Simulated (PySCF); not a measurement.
F2OS, charge +1, doublet, geometry from GFN2-xTB (a state made from the parent by changing its charge; the spin is typed, not shown lowest). Base run: HF/def2-SVP run with PySCF.

Here is a job for PySCF.
```python
from pyscf import gto, scf

mol = gto.M(
    atom='''
O     1.412777   -0.152744   -0.328451
S     0.175328   -0.006149    0.328915
F    -0.664628    1.263810   -0.187633
F    -0.902868   -1.117107   -0.105148
''',
    basis='def2-svp',
    charge=1,
    spin=1,
    verbose=4,
)

mf = scf.UHF(mol)
mf.kernel()
mo_i, mo_e, stable_i, stable_e = mf.stability(internal=True, external=True, return_status=True, nroots=6, tol=1e-6)
print('internally stable:', stable_i, ' externally stable:', stable_e)
if not stable_i:
    umf = mf.copy()
    umf.scf_summary = {}
    umf.kernel(umf.make_rdm1(mo_i, mf.mo_occ))
```

The bond that is stretched is that between atoms 4 and 2. A test that says stable can miss a lower solution.

Variants of this job, named by their change:

```
change       ΔE vs base (mEh)  <S^2>   stability test says        outcome
-----------  ----------------  -----  --------------------  -------------
base                    0.000  0.809                stable      converged
bond × 1.25            23.247  1.077                stable      converged
bond × 1.5                  -      -                     -  not converged
bond × 1.8                  -      -                     -  not converged
bond × 2.2                  -      -                     -  not converged
bond × 3.0              4.425  0.752  internal instability      converged
```

On stretching, the SCF can end on different states; <S^2> shows the spin contamination of each.
